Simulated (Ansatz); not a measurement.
C2H4FGaSi, SMILES `FC1=C[SiH]1[GaH2]`, relaxed with RKS PBE0-D4/def2-TZVP in the Gaussian-basis code of Ansatz from a GFN2-xTB geometry. The force threshold is 0.005 eV/Å; the program also tests the step.

The species carries charge 0 and has multiplicity 1.

Start:

```xyz
9

F     2.742    0.286    1.014
C     1.442    0.490    0.777
C     0.702    1.539    0.449
Si   -0.366   -0.022    0.656
Ga   -1.197   -1.256   -1.236
H     0.863    2.584    0.257
H    -1.053   -0.156    1.967
H    -0.421   -1.665   -2.578
H    -2.714   -1.801   -1.307
```

Problem. How much energy does the relaxation release, and in how many steps? (An estimate is asked.)

Solution. Computed: 3.67 kcal/mol, in 18 steps, 1 of them rejected.

Problem. Which bonds change most? (An estimate is asked.)

Solution. Computed: C2–Si4 from 1.884 to 1.817 Å; C3–Si4 from 1.903 to 1.856 Å; Ga5–H9 from 1.614 to 1.572 Å; Ga5–H8 from 1.603 to 1.571 Å.

Problem. Give the relaxed structure. (An estimate is asked.)

Solution. The calculation gave: 
```xyz
9

F     2.627    0.058    1.079
C     1.383    0.398    0.793
C     0.764    1.479    0.380
Si   -0.394    0.052    0.643
Ga   -1.218   -1.234   -1.218
H     0.970    2.505    0.109
H    -1.206    0.046    1.897
H    -0.516   -1.058   -2.612
H    -2.410   -2.247   -1.070
```
